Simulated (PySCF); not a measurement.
Input for PySCF: R-M06-2X/def2-TZVPP on F2OS (SMILES O=S(F)F).

```python
from pyscf import gto, dft

mol = gto.M(
    atom='''
    F     1.03289358   -0.16370643   -0.92711195
    S     0.02220744    0.50255263    0.12864359
    F    -1.26959717   -0.15528658   -0.56310176
    O     0.21459615   -0.18355961    1.36147012
    ''',
    basis='def2-tzvpp',
    charge=0, spin=0, verbose=4, max_memory=1800)
mf = dft.RKS(mol, xc='m062x').density_fit(auxbasis='def2-universal-jkfit')
mf.grids.level = 4
mf.conv_tol = 1e-9
mf.max_cycle = 150
mf.kernel()
mf.dip_moment()
```

Program output:

```
PySCF version 2.14.0

[INPUT] verbose = 4
[INPUT] num. atoms = 4
[INPUT] num. electrons = 42
[INPUT] charge = 0
[INPUT] spin (= nelec alpha-beta = 2S) = 0
[INPUT] symmetry False subgroup None
[INPUT] Mole.unit = angstrom
[INPUT] Symbol           X                Y                Z      unit          X                Y                Z       unit  Magmom
[INPUT]  1 F      1.032893580000  -0.163706430000  -0.927111950000 AA    1.951885982022  -0.309360317530  -1.751987672311 Bohr   0.0
[INPUT]  2 S      0.022207440000   0.502552630000   0.128643590000 AA    0.041965979528   0.949686833880   0.243101152781 Bohr   0.0
[INPUT]  3 F     -1.269597170000  -0.155286580000  -0.563101760000 AA   -2.399190939823  -0.293449107020  -1.064108106661 Bohr   0.0
[INPUT]  4 O      0.214596150000  -0.183559610000   1.361470120000 AA    0.405527950886  -0.346877390432   2.572805653579 Bohr   0.0

nuclear repulsion = 192.189018962453
number of shells = 47
number of NR pGTOs = 201
number of NR cGTOs = 135
basis = def2-tzvpp
ecp = {}


******** <class 'pyscf.df.df_jk.DFRKS'> ********
method = DFRKS
initial guess = minao
damping factor = 0
level_shift factor = 0
DIIS = <class 'pyscf.scf.diis.CDIIS'>
diis_start_cycle = 1
diis_space = 8
diis_damp = 0
SCF conv_tol = 1e-09
SCF conv_tol_grad = None
SCF max_cycles = 150
direct_scf = False
XC library pyscf.dft.libxc version 7.1.2
    S. Lehtola, C. Steigemann, M. J. T. Oliveira, and M. A. L. Marques,  SoftwareX 7, 1–5 (2018)
XC functionals = m062x
    Y. Zhao and D. G. Truhlar,  Theor. Chem. Acc. 120, 215 (2008)
    Y. Zhao and D. G. Truhlar,  Theor. Chem. Acc. 120, 215 (2008)
radial grids:
    Treutler-Ahlrichs [JCP 102, 346 (1995); DOI:10.1063/1.469408] (M4) radial grids

becke partition: Becke, JCP 88, 2547 (1988); DOI:10.1063/1.454033
pruning grids: <function nwchem_prune>
grids dens level: 4
symmetrized grids: False
atomic radii adjust function: <function treutler_atomic_radii_adjust>
small_rho_cutoff = 0
Set gradient conv threshold to 3.16228e-05
Initial guess from minao.
tot grids = 114624
******** <class 'pyscf.df.df.DF'> ********
auxbasis = def2-universal-jkfit
init E= -673.827464888174
  HOMO = -0.356080323863829  LUMO = -0.04910007947896  gap/eV = 8.35336
cycle= 1 E= -672.948152461692  delta_E= 0.879  |g|= 0.951  |ddm|= 2.17
  HOMO = -0.365547422358898  LUMO = -0.0619902554942954  gap/eV = 8.26021
cycle= 2 E= -672.745988644271  delta_E= 0.202  |g|= 1.46  |ddm|= 1.32
  HOMO = -0.425543399372344  LUMO = -0.0235256530681596  gap/eV = 10.93946
cycle= 3 E= -673.105513744134  delta_E= -0.36  |g|= 0.176  |ddm|= 0.798
  HOMO = -0.412160018067119  LUMO = -0.0135442546751988  gap/eV = 10.84689
cycle= 4 E= -673.110169222986  delta_E= -0.00466  |g|= 0.0589  |ddm|= 0.108
  HOMO = -0.412601692674712  LUMO = -0.010992307434749  gap/eV = 10.92835
cycle= 5 E= -673.110681576619  delta_E= -0.000512  |g|= 0.0109  |ddm|= 0.0337
  HOMO = -0.414010422085408  LUMO = -0.0118177014372045  gap/eV = 10.94422
cycle= 6 E= -673.110701426066  delta_E= -1.98e-05  |g|= 0.00176  |ddm|= 0.00725
  HOMO = -0.413820224945714  LUMO = -0.0115569854202024  gap/eV = 10.94614
cycle= 7 E= -673.1107027973  delta_E= -1.37e-06  |g|= 0.000485  |ddm|= 0.00301
  HOMO = -0.413872778686626  LUMO = -0.0116104776722516  gap/eV = 10.94611
cycle= 8 E= -673.110702941712  delta_E= -1.44e-07  |g|= 0.00013  |ddm|= 0.00105
  HOMO = -0.413862216075712  LUMO = -0.0115950095974993  gap/eV = 10.94625
cycle= 9 E= -673.110702950766  delta_E= -9.05e-09  |g|= 2.78e-05  |ddm|= 0.000257
  HOMO = -0.413864567235023  LUMO = -0.0115943909198421  gap/eV = 10.94633
cycle= 10 E= -673.110702951168  delta_E= -4.02e-10  |g|= 6.89e-06  |ddm|= 4.88e-05
  HOMO = -0.413864591431382  LUMO = -0.0115937782649058  gap/eV = 10.94635
Extra cycle  E= -673.11070295119  delta_E= -2.24e-11  |g|= 2.98e-06  |ddm|= 9.05e-06
converged SCF energy = -673.11070295119
Dipole moment(X, Y, Z, Debye): -0.08365,  1.74546, -0.56949
```

The calculation finished and met its thresholds.

Cost: very roughly 12 core-seconds.
